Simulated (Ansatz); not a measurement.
Single points on W(NH)2(NH2)2 (WN4H6).

```yaml
crystal:
  periodic: [false, false, false]
  atoms:
    - {symbol: W, position_ang: [0.174207, -0.000889, 0.123062]}
    - {symbol: N, position_ang: [0.051951, 0.018316, 1.896241]}
    - {symbol: H, position_ang: [0.385538, 0.023660, 2.863763]}
    - {symbol: N, position_ang: [1.804432, -0.027386, -0.584810]}
    - {symbol: H, position_ang: [2.827750, -0.039253, -0.594051]}
    - {symbol: N, position_ang: [-0.696671, 1.647429, -0.521648]}
    - {symbol: H, position_ang: [-0.441897, 2.138077, -1.382600]}
    - {symbol: H, position_ang: [-1.413655, 2.163524, -0.005434]}
    - {symbol: N, position_ang: [-0.735257, -1.640461, -0.489852]}
    - {symbol: H, position_ang: [-1.464672, -2.128801, 0.035838]}
    - {symbol: H, position_ang: [-0.491747, -2.154226, -1.340520]}
basis:
  gaussian: {orbitals: def2-TZVP, initial_orbitals: start.molden}
correlation: {method: ccsd_t}
scf: {omitted_lower_state_checks: [starts]}
output: {orbitals: {seedname: orbitals}}
```

The file start.molden holds the orbitals of an earlier run on this structure, at another level or in another basis.

```sh
$ ansatz run in.yaml --threads 4 --pin off --events-out ev --progress --plain --max-ram 3916MiB
```

It prints (some lines left out):

```
Functional definition: HF
1464 factors; integrals over basis functions are off by at most 1.7e-3 eV
mean field evaluation 1: about -7830.9957 eV, gradient 2.7e1 eV
mean field evaluation 2: about -7832.0462 eV, gradient 1.2e0 eV
mean field evaluation 4: about -7832.3861 eV, gradient 1.8e-2 eV
mean field evaluation 8: about -7832.3862 eV, gradient 1.8e-6 eV
mean field -7832.38615383 eV, -287.8348821711 hartree, gradient 8.1e-6 eV, S^2 0.000000; 0 other end points of the search recorded, 0 dependent functions left out
4 core orbitals not correlated: weight in the atoms' cores, before any rotation towards them, 1.000 or more for the frozen orbitals, at most 0.000 for the correlated occupied ones
reference -7832.38615383 eV, -287.8348821711 hartree; 20, 20 occupied and 176, 176 virtual orbitals, 1464 factors
second order -35.35598222 eV of doubles, -0.00000000 eV of singles
cycle   1  -32.51176085 eV  change     2.8e0 eV  update   2.4e-1
cycle   2  -33.87433955 eV  change    -1.4e0 eV  update   1.4e-1
cycle   3  -34.22783178 eV  change   -3.5e-1 eV  update   3.2e-2
cycle   4  -34.24343719 eV  change   -1.6e-2 eV  update   1.4e-2
cycle   5  -34.23610181 eV  change    7.3e-3 eV  update   3.5e-3
cycle   6  -34.23892658 eV  change   -2.8e-3 eV  update   1.6e-3
cycle   7  -34.23831233 eV  change    6.1e-4 eV  update   5.1e-4
cycle   8  -34.23792188 eV  change    3.9e-4 eV  update   2.3e-4
cycle   9  -34.23808965 eV  change   -1.7e-4 eV  update   6.8e-5
cycle  10  -34.23809593 eV  change   -6.3e-6 eV  update   3.3e-5
perturbative correction -1.89105469 eV, -0.0694949780 hartree
Total energy: -7868.51530444 eV, -289.1626039671 hartree
Checks for a lower state left out: starts
```

Run time 2.4 min (4 threads of Arm Neoverse V2 on a shared host), peak host memory 3.3 GiB.

First input, but with `hamiltonian: {xc: {name: BLYP}, dispersion: d4}` and without the key `correlation` (abridged; 2.4 s):

```
Functional definition: BLYP
mean field -7887.59263640 eV, -289.8636829855 hartree, gradient 1.5e-5 eV, S^2 0.000000
Total energy: -7888.15066614 eV, -289.8841902002 hartree
Checks for a lower state left out: starts
```

As the first input, with `gaussian: {orbitals: def2-TZVPD, initial_orbitals: start.molden}`, `hamiltonian: {xc: pbe, dispersion: d4}` and without the key `correlation` (abridged; 3.2 s):

```
Functional definition: PBE
mean field -7883.79897838 eV, -289.7242686246 hartree, gradient 1.4e-5 eV, S^2 0.000000
Total energy: -7884.06167374 eV, -289.7339225012 hartree
Checks for a lower state left out: starts
```

As the first input, with `gaussian: {orbitals: def2-SVP, initial_orbitals: start.molden}`, `hamiltonian: {xc: pbe, dispersion: d4}` and without the key `correlation` (abridged; 1.4 s):

```
Functional definition: PBE
mean field -7876.10397874 eV, -289.4414826036 hartree, gradient 8.9e-5 eV, S^2 0.000000
Total energy: -7876.36667159 eV, -289.4511363880 hartree
Checks for a lower state left out: starts
```

First input, but with `hamiltonian: {xc: hse06, dispersion: d4}` and without the key `correlation` (abridged; 3 s):

```
Functional definition: HSE06
mean field -7881.55595111 eV, -289.6418388926 hartree, gradient 1.8e-5 eV, S^2 0.000000
Total energy: -7881.76675908 eV, -289.6495859429 hartree
Checks for a lower state left out: starts
```

First input, but with `gaussian: {orbitals: def2-TZVPD, initial_orbitals: start.molden}`, `hamiltonian: {xc: r2scan, dispersion: d4}` and without the key `correlation` (abridged; 6 s):

```
Functional definition: r2SCAN
mean field -7887.25239170 eV, -289.8511792234 hartree, gradient 2.0e-5 eV, S^2 0.000000
Total energy: -7887.31706465 eV, -289.8535559103 hartree
Checks for a lower state left out: starts
```

The first input with `hamiltonian: {xc: pbe}`, `correlation: {method: rpa}` and without the key `output` (abridged; 6 s):

```
Functional definition: PBE
mean field -7883.68940468 eV, -289.7202418653 hartree, gradient 3.4e-6 eV, S^2 0.000000
4 core orbitals not correlated: weight in the atoms' cores, before any rotation towards them, 1.000 or more for the frozen orbitals, at most 0.000 for the correlated occupied ones
Total energy: -7881.58108193 eV, -289.6427624333 hartree
Checks for a lower state left out: starts
```

Geometry: PBE-D4/def2-SVP.

In the def2 sets W takes a core potential; there is no spin–orbit coupling. HSE06 is defined as in plane-wave codes, on full-range PBE exchange. Correlated methods freeze 4 core orbitals; core or outer-core shells of W are correlated, in sets that lack core-valence functions. At CCSD(T)/def2-TZVP, RPA@PBE/def2-TZVP the test of the restricted singlet for broken spin symmetry was undecided.
